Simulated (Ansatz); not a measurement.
`BC1(F)C=C1` + H₂ → `FC1C=C1` + BH₃ at 400 K and 1 bar (hydrogenolysis of a C–B bond).

Isolated molecules relaxed with PBE0-D4/def2-TZVP in Ansatz; ΔE leaves out vibrations. CBS: MP2 limit from def2 TZ/QZ plus the TZ coupled-cluster correction, frozen cores. This one scheme is used for every species.

| species | CCSD(T)/CBS energy (Eh) | H − E (kJ/mol) | S (J/(mol·K)) |
| --- | --- | --- | --- |
| `BC1(F)C=C1` | -241.02980 | 181.4 | 331.2 |
| H₂ | -1.17544 | 38.0 | 139.0 |
| `FC1C=C1` | -215.65206 | 148.1 | 287.0 |
| BH₃ | -26.55200 | 82.6 | 199.4 |

H − E and S are ideal-gas, rigid-rotor, harmonic terms from PBE0-D4/def2-TZVP. The MP2-based limit puts H₂ 0.8 mEh under its directly extrapolated value; such offsets cancel only in part. 1 Eh = 2625.50 kJ/mol, R = 8.31446 J/(mol·K).

**Question.** By hand: ΔE, ΔH, ΔS and ΔG.

**Answer.** ΔE = (-215.65206) + (-26.55200) − (-241.02980) − (-1.17544) = 0.00118 Eh = 3.1 kJ/mol. Δ(H − E) = 148.1 + 82.6 − 181.4 − 38.0 = 11.3, so ΔH = 14.4 kJ/mol. ΔS = 287.0 + 199.4 − 331.2 − 139.0 = 16.2 J/(mol·K). ΔG = 14.4 − 400 × (16.2)/1000 = 7.9 kJ/mol.

**Question.** By hand: the equilibrium constant, and the temperature at which ΔG would vanish if ΔH and ΔS stayed fixed.

**Answer.** log₁₀ K = −ΔG/(RT ln 10) = -1.0. ΔG = 0 at ΔH/ΔS = 889 K, though so small a ΔS makes that figure unsure.

TΔS isn't small against ΔH here. A doubt of 5 kJ/mol in ΔE shifts log₁₀ K by 0.7 here. These are equilibria of isolated gas molecules and say nothing of rates. Largest T1 diagnostic: 0.012 (customary marks: 0.02 for closed shells, 0.045 for open ones).
